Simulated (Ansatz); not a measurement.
Basis sets compared for CaO2H2 (the lowest singlet isomer of a short search). Total charge 0; singlet. Geometry PBE0-D4/def2-TZVP. Ansatz on 4 threads of Intel Xeon 6975P-C on a shared host; times are rough, and most runs start from earlier orbitals.

```xyz
5

Ca    0.1811    0.1033   -0.0271
O     1.0347   -1.7102    0.2740
O    -1.0075    1.7257   -0.2781
H    -1.6023    2.4612   -0.3894
H     1.3940   -2.5799    0.4206
```

The 6-31G sets use Cartesian d functions. The structure comes from a short search, and lower isomers may exist.

Binding counts from free atoms (Ca singlet, O triplet, H doublet) in the same basis, without a counterpoise term.

| level | functions | energy (Eh) | HOMO (eV) | LUMO (eV) | binding per atom (eV) | wall time |
| --- | --- | --- | --- | --- | --- | --- |
| HF/6-31G | 51 | -827.6657 | -10.61 | 0.82 | 2.18 | 0.15 s |
| HF/def2-TZVP | 110 | -827.8106 | -11.12 | 0.60 | 2.36 | 0.2 s |
| PBE-D4/def2-SVP | 62 | -828.7582 | -5.13 | -1.66 | 3.75 | 0.25 s |
| PBE-D4/def2-TZVP (with forces) | 110 | -829.0333 | -5.52 | -1.78 | 3.73 | 0.4 s |
| r2SCAN-D4/def2-TZVP | 110 | -829.3025 | -5.79 | -1.14 | 3.70 | 0.6 s |
| PBE0-D4/def2-SVP | 62 | -828.7999 | -6.74 | -1.04 | 3.59 | 0.3 s |
| PBE0-D4/def2-TZVP | 110 | -829.0712 | -7.07 | -1.12 | 3.57 | 0.55 s |

Estimate the rows for PBE-D4/def2-TZVPD, r2SCAN-D4/def2-TZVPD, PBE0-D4/def2-TZVPD.


```csv
level,functions,energy (Eh),HOMO (eV),LUMO (eV),binding per atom (eV),wall time
PBE-D4/def2-TZVPD,134,-829.0376,-5.66,-1.84,3.75,0.4 s
r2SCAN-D4/def2-TZVPD,134,-829.3056,-5.90,-1.16,3.71,0.75 s
PBE0-D4/def2-TZVPD,134,-829.0747,-7.18,-1.17,3.58,0.5 s
```
